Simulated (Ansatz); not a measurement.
Ansatz (an electronic-structure program) input:

Ansatz 0.2 input:
```yaml
crystal:
  periodic: [false, false, false]
  atoms:
    - {symbol: C, position_ang: [-1.22816544, -0.29876083, 1.31132917]}
    - {symbol: C, position_ang: [-0.70120989, -0.33617771, -0.12678135]}
    - {symbol: C, position_ang: [-1.04199170, 0.97527270, -0.84060954]}
    - {symbol: C, position_ang: [-1.33833065, -1.51023594, -0.87726181]}
    - {symbol: C, position_ang: [0.83448421, -0.54844468, -0.11734888]}
    - {symbol: C, position_ang: [1.60370103, 0.48894394, 0.57460521]}
    - {symbol: C, position_ang: [2.52145517, 1.38723757, 0.34344096]}
    - {symbol: H, position_ang: [-0.99297937, -1.22556584, 1.83985950]}
    - {symbol: H, position_ang: [-0.78453994, 0.52740546, 1.86924280]}
    - {symbol: H, position_ang: [-2.31288118, -0.17260610, 1.31972479]}
    - {symbol: H, position_ang: [-2.12326194, 1.12410182, -0.87259641]}
    - {symbol: H, position_ang: [-0.59577313, 1.82948164, -0.33004483]}
    - {symbol: H, position_ang: [-0.67323926, 0.96858380, -1.86922338]}
    - {symbol: H, position_ang: [-2.42456597, -1.40388079, -0.90836914]}
    - {symbol: H, position_ang: [-1.10828119, -2.46058297, -0.38993316]}
    - {symbol: H, position_ang: [-0.97741711, -1.56306067, -1.90703791]}
    - {symbol: H, position_ang: [1.04689746, -1.52074126, 0.34020614]}
    - {symbol: H, position_ang: [1.18952846, -0.61213967, -1.15900952]}
    - {symbol: H, position_ang: [2.90870032, 2.04179652, 1.11768995]}
    - {symbol: H, position_ang: [2.94815669, 1.52019792, -0.65475142]}
basis:
  gaussian:
    orbitals: def2-TZVPD
hamiltonian:
  xc: {name: r2SCAN0}
magnetization: {spin_polarized: true, initial_magnetization: 1}
output: {forces: true}
```

Task: What final total energy does it print?

Result: -274.38673 Eh (r2SCAN0/def2-TZVPD). The basis has 376 functions.

It need not be the lowest isomer of its formula.
